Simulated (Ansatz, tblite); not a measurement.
System: H3P (cation, charge +1), doublet: umbrella (inversion) coordinate, bond length relaxed. Scanned: angle between the P-H bonds and the threefold axis (90 = planar). Other coordinates (P-H bond length) were minimised at PBE0/def2-TZVP.

Computed with: UKS-PBE0/def2-SVP = unrestricted PBE0/def2-SVP in Ansatz (a program for electronic structure); GFN2-xTB, 300 K electronic temperature (tblite); FCI/def2-SVP = full CI/def2-SVP, frozen core (Ansatz).

Energies relative to the lowest point of each profile, in kcal/mol:

| a / ° | UKS-PBE0/def2-SVP | GFN2-xTB |
|---|---|---|
| 92.59 | 2.1 | 1.8 |
| 95.41 | 1.6 | 1.4 |
| 101.34 | 0.3 | 0.2 |
| 105.39 | 0.0 | 0.0 |
| 107.76 | 0.3 | 0.3 |
| 111.49 | 2.0 | 1.7 |
| 113.53 | 3.5 | 3.0 |
| 116.61 | 6.9 | 5.9 |
| 119.68 | 11.6 | 10.0 |
| 126.59 | 27.5 | 24.1 |
| 128.98 | 34.9 | 31.0 |
| 132 | 45.7 | 39.6 |

Predict the corresponding FCI/def2-SVP column.

92.59: 2.6; 95.41: 2.0; 101.34: 0.4; 105.39: 0.0; 107.76: 0.3; 111.49: 1.9; 113.53: 3.5; 116.61: 7.0; 119.68: 11.7; 126.59: 28.0; 128.98: 35.4; 132: 46.3 (kcal/mol).

The scan ran from 90.0 to 132.0; beyond the range shown the relaxed coordinates jump or full CI changes its symmetry label.
